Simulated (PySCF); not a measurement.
Propyl propionate, C6H12O2.
SMILES: `CCCOC(=O)CC`

Vertical excitations from PySCF (density fitting, frozen core in the response, grid level 2 and gas phase unless stated; continuum runs use non-equilibrium linear response for the excitations) on a GFN2-xTB geometry. Reference run:

```tsv
settings	S1, eV (f)	S2, eV (f)	S3, eV (f)	S4, eV (f)	S5, eV (f)	S6, eV (f)	T1, eV (Tamm–Dancoff)	mean α (au)
PBE0/def2-SVPD, full TDDFT, 6 singlets	5.95 (0.001)	7.63 (0.007)	7.83 (0.125)	8.09 (0.001)	8.25 (0.002)	8.32 (0.017)	5.43	80.8
```

Q: What do these settings give: (1) B3LYP/MINI, fitting basis def2-universal-jkfit, full TDDFT, 1 singlet; (2) LDA/6-31G, full TDDFT, 12 singlets?

A: 
| settings | S1, eV (f) | S2, eV (f) | S3, eV (f) | S4, eV (f) | S5, eV (f) | S6, eV (f) | T1, eV (Tamm–Dancoff) | mean α (au) |
| --- | --- | --- | --- | --- | --- | --- | --- | --- |
| B3LYP/MINI, fitting basis def2-universal-jkfit, full TDDFT, 1 singlet | 5.34 (0.001) | – | – | – | – | – | 4.67 | 48.8 |
| LDA/6-31G, full TDDFT, 12 singlets | 5.66 (0.001) | 7.04 (0.035) | 7.14 (0.070) | 7.49 (0.004) | 7.70 (0.007) | 7.82 (0.003) | – | 69.6 |

(1) S1 moves by -0.61 eV; functional and basis change together, so the shift can't be laid on one. (2) S1 moves by -0.29 eV; functional and basis change together, so the shift can't be laid on one. States are counted by energy in each run and needn't keep their character from row to row.

Q: Give the leading configurations of S1 (H = HOMO, L = LUMO) and the HOMO–LUMO gap of each run.

A: 
```csv
settings,S1 configurations (weight),S1 (eV),orbital gap (eV),S1 − gap (eV)
"PBE0/def2-SVPD, full TDDFT, 6 singlets",H→L 0.89,5.95,8.18,-2.23
"B3LYP/MINI, fitting basis def2-universal-jkfit, full TDDFT, 1 singlet",H→L 0.99,5.34,7.39,-2.05
"LDA/6-31G, full TDDFT, 12 singlets",H→L 1.00,5.66,5.39,+0.27
```

The values belong to the conformer `[CH3:1][CH2:2][CH2:3][O:4][C:5](=[O:6])[CH2:7][CH3:8]`: C1–C2–C3–O4 176°, C2–C3–O4–C5 85°, C3–O4–C5–O6 2°, O4–C5–C7–C8 -127°.
